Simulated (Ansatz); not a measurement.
Born–Oppenheimer molecular dynamics of C2H5BF2OS (12 atoms, charge 0, multiplicity 1). It starts from a relaxed structure.

The calculation used UKS PBE-D4/STO-3G in Ansatz.

```json
{
 "ensemble": "NVT, Langevin thermostat",
 "time step": "0.25 fs",
 "steps asked": "500",
 "set temperature": "3000 K",
 "friction": "0.01 /fs",
 "seed": "654888"
}
```

First frame:

```xyz
12
Properties=species:S:1:pos:R:3
O -1.269 -0.083 -0.156
C 0.219 0.003 -0.510
B -0.168 -1.129 0.527
S -0.345 -2.878 0.125
C 0.702 1.412 0.033
F -0.408 1.821 0.929
F 0.834 2.398 -0.939
H -1.226 0.787 0.512
H 0.391 -0.126 -1.601
H -0.023 -0.876 1.667
H -0.259 -2.733 -1.235
H 1.631 1.350 0.682
```

Question: What does the run give?

Answer: The run went to its last step.

| Property | Result |
| --- | --- |
| steps done | 500 |
| time covered | 125 fs |
| mean temperature over the second half | 2423 K |
| spread of the potential energy over the second half | 63.0 meV per atom |
| mean potential energy of the second half above the start | 290.1 meV per atom |

The mean temperature of the second half is 19 % below the set value. A run of 0.12 ps of so small a system gives no equilibrium averages. Limits of this set-up: minimal basis.

Question: What happens to the structure?

Answer: The same pairs are bonded in the first frame and the last. Pairs count as bonded within 1.25 times the sum of covalent radii (0.12 Å more for H–H). Another seed would give other details.

Question: How do temperature and energy run in time?

Answer: 
```csv
time (fs),T (K),potential energy less start (eV)
0.0,2750,0.000
4.0,1648,1.732
8.0,623,3.117
12.0,1409,1.695
16.0,1557,1.537
20.0,996,2.353
24.0,1220,2.364
28.0,1266,2.519
32.0,1168,2.991
36.0,1457,2.560
40.0,1464,2.695
44.0,1178,3.223
48.0,1782,2.259
52.0,1963,2.131
56.0,1383,2.893
60.0,1772,2.494
64.0,2047,1.940
68.0,1979,2.360
72.0,1675,3.285
76.0,2079,3.626
80.0,2484,3.252
84.0,2802,2.972
88.0,2962,3.165
92.0,2615,3.979
96.0,2579,4.560
100.0,2204,4.801
104.0,2097,4.396
108.0,2579,3.399
112.0,2432,3.550
116.0,2073,4.228
120.0,2922,3.058
124.0,3259,2.986
```

The run took 14 min on 1 thread of AMD EPYC 9R45 96-Core Processor (Zen 5) (shared host), peak memory 0.14 GiB.
